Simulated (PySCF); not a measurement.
## Dipole moment and polarisability of `FC(F)[Si@H]1C[SiH2][SiH2]1`

C2H8F2Si3.
Numbering: `[F:1][CH:2]([F:3])[Si@H:4]1[CH2:5][SiH2:6][SiH2:7]1` (hydrogens: H8 on C2; H9 on Si4; H10, H11 on C5; H12, H13 on Si6; H14, H15 on Si7)

Cartesian coordinates in Å at the GFN2-xTB level; atoms count from 1:
```
atom  x, y, z in Å
F1    -1.4613   -1.3451   -1.1305
C2    -2.0749   -0.4539   -0.2924
F3    -2.9740    0.2206   -1.0677
Si4   -0.7511    0.7647    0.4421
C5     0.5278   -0.3674    1.3385
Si6    1.9381   -0.5317    0.0187
Si7    0.8500    1.1459   -1.2292
H8    -2.6590   -1.0475    0.4234
H9    -1.5742    1.6015    1.3304
H10    0.1249   -1.3267    1.6586
H11    0.8996    0.1107    2.2438
H12    3.2572   -0.2807    0.6170
H13    1.9938   -1.8900   -0.5280
H14    1.4406    2.4936   -1.2236
H15    0.4582    0.9140   -2.6230
```

Level: CAM-B3LYP/def2-SVPD (PySCF), static field, nuclei fixed, core orbitals frozen in the response. The polarisability tensor in these axes (au):

```
x   120.32  -6.51  -3.69
y    -6.51 101.17  -7.01
z    -3.69  -7.01 103.61
```

Problem. Give the principal values, the mean and the anisotropy Δα = √{½[(α1 − α2)² + (α2 − α3)² + (α1 − α3)²]}.

Solution. Principal values 93.27, 109.38 and 122.45 au; mean 108.37 au = 16.06 Å³ = 17.87 × 10⁻⁴⁰ C²·m²/J; Δα = 25.32 au (23 % of the mean).

Problem. What is the dipole moment, and where does it point?

Solution. (1.17, 0.47, 2.05) D, 2.40 D in size, pointing from the negative to the positive side. Measured along this direction, the outermost atoms are F3 at the negative end and H11 at the positive end.

Problem. Give the eigenvalues of the traceless quadrupole moment Θ = ½Σq(3rr − r²1), origin at the centre of nuclear charge.

Solution. -6.82, -0.42, 7.24 D·Å. The values depend on the origin, since the dipole doesn't vanish. The electronic extent ⟨r²⟩ about the same centre is 1417 bohr², a root-mean-square distance of 2.23 Å for the 80 electrons.

Problem. How large is μ²/3kT at 500 K beside α?

Solution. In Gaussian units μ²/3kT = 27.85 Å³ against 16.06 Å³, a ratio of 1.73; the Debye molar polarisation (4π/3)N_A(α + μ²/3kT) is 110.8 cm³/mol, leaving out the vibrational part.

Problem. Find the Langevin capture rate constant for NH4+ (18.034 u) meeting this molecule (153.990 u), k = 2.342 × 10⁻⁹ cm³/s × √(α in Å³ / reduced mass in u).

Solution. The reduced mass is 16.14 u, so k = 2.34 × 10⁻⁹ cm³/s. The formula leaves out the permanent dipole, which adds to the capture rate.

One conformer (not necessarily the lowest) at the GFN2-xTB geometry, without solvent, vibrations or thermal averaging.

These values come from a run that also computed excited states. Time: 86 s wall; peak memory 1.0 GiB. Hardware: Arm Neoverse N1, one thread, no GPU, shared host with 64 logical CPUs at a one-minute load of 56.
